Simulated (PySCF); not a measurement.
Gas-phase reaction: 2 HBO2 + 3 C3H8 + HCOOH → 2 B(OCH3)3 + 2 C2H5

Computed with PySCF and rigid-rotor harmonic-oscillator thermochemistry at 1 bar. S°(298 K) at PBE0/def2-TZVP differs from the NASA 1993 table for C2H5 (+9 J/mol/K); whether the harmonic model or the table's entry is off was not settled. † marks an energy on the PBE0/def2-TZVP geometry and frequencies; other levels use their own. CCSD(T) freezes the core. 6-31G* has spherical d functions here. Open shells (unrestricted): C2H5 (multiplicity 2); the rest are closed-shell singlets. CCSD(T) isn't extrapolated to the basis-set limit. The harmonic model lacks anharmonicity and excited electronic states, which grow with temperature; levels with a mode under 35 cm⁻¹ are left out. Internal rotation in C3H8, HCOOH, B(OCH3)3, C2H5 is treated as a harmonic vibration of one conformer, which makes the entropy rough.

```tsv
level	ΔE electronic, kJ	ΔH°(298 K), kJ	ΔS°(298 K), J/K	ΔG°(1200 K), kJ
CCSD(T)/def2-SVP†	222	227	-230	482
HF/6-31G*	25	33	-256	320
HF/def2-TZVP†	68	73	-230	328
PBE/def2-TZVP†	242	247	-230	502
LDA/def2-TZVP†	181	185	-230	440
```
ΔH° is lowest at HF/6-31G* and highest at PBE/def2-TZVP†. No reference value is set beside these.
